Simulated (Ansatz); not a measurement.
Consider the redistribution: `[SiH3]P[NH][GaH2]` + `B1CS1` → `[SiH3]P` + `[GaH2][NH]B1CS1`.

Program: Ansatz. Geometries: PBE0-D4/def2-TZVP. ΔE: electronic, gas phase. CCSD(T)/CBS adds triple-zeta CCSD(T) − MP2 to the extrapolated MP2 energy (def2 sets, frozen cores). This one scheme is used for every species. Functionals use def2-TZVPP. B3LYP here is the variant with VWN-RPA as its local correlation; programs differ in this. HSE06 is defined as in plane-wave codes. For Ga outer-core shells are correlated without core-valence functions, which leaves a few kJ/mol of doubt a bond. Scalar relativity is left out up to krypton. One conformer a species, not always the lowest.

| level | ΔE (kJ/mol) | difference from CCSD(T)/CBS |
| --- | --- | --- |
| LDA (SPW92) | -140.1 | -6.2 |
| revPBE-D4 | -132.2 | 1.7 |
| BLYP-D4 | -131.0 | 2.9 |
| r2SCAN-D4 | -139.6 | -5.7 |
| B97M-V | -140.9 | -7.0 |
| PBE0-D4 | -139.1 | -5.2 |
| B3LYP-D4 | -135.1 | -1.2 |
| r2SCANh-D4 | -140.7 | -6.8 |
| r2SCAN0-D4 | -142.1 | -8.2 |
| HSE06-D4 | -139.2 | -5.3 |
| BHLYP-D4 | -137.3 | -3.4 |
| CAM-B3LYP-D4 | -138.2 | -4.3 |
| ωB97X-V | -135.6 | -1.7 |
| ωB97M-V | -136.7 | -2.8 |
| PBE-QIDH | -142.0 | -8.1 |
| PBE | -137.8 | -3.9 |
| revPBE | -138.0 | -4.1 |
| BLYP | -137.2 | -3.3 |
| r2SCAN | -140.1 | -6.2 |
| PBE0 | -141.6 | -7.7 |
| B3LYP | -140.2 | -6.3 |
| r2SCANh | -141.3 | -7.4 |
| r2SCAN0 | -142.8 | -8.9 |
| HSE06 | -141.6 | -7.7 |
| BHLYP | -142.9 | -9.0 |
| CAM-B3LYP | -140.8 | -6.9 |
| LC-ωPBE | -140.8 | -6.9 |
| RPA@PBE/def2-TZVPP | -134.7 | -0.8 |
| MP2/def2-SVP | -158.1 | -24.2 |
| CCSD/def2-SVP | -155.3 | -21.4 |
| CCSD(T)/def2-SVP | -153.3 | -19.4 |
| SCS-MP2/def2-TZVPP | -139.5 | -5.6 |
| CCSD/def2-TZVPP | -141.6 | -7.7 |
| CCSD(T)/def2-TZVPP | -139.7 | -5.8 |
| HF/def2-QZVPP | -143.2 | -9.3 |
| MP2/def2-QZVPP | -137.6 | -3.7 |
| SCS-MP2/def2-QZVPP | -136.3 | -2.4 |
| HF/CBS(def2) | -143.0 | -9.1 |
| MP2/CBS(def2) | -135.6 | -1.7 |
| CCSD/CBS(def2) | -135.8 | -1.9 |
| CCSD(T)/CBS | -133.9 | 0 |

Largest T1 diagnostic among the species: 0.016.

From PBE to PBE0 (25 % exact exchange), in def2-TZVPP and without D4, ΔE moves by −3.7 kJ/mol. The D4 term adds +5.0 kJ/mol with B3LYP and +2.5 kJ/mol with PBE0; it sums over pairs of atoms, weighted by their polarisabilities, and B3LYP, whose exchange is more repulsive, gets the larger term.

CCSD(T)/CBS has its own doubt, a few kJ/mol and more with outer-core shells, so smaller differences from it don't rank the levels.
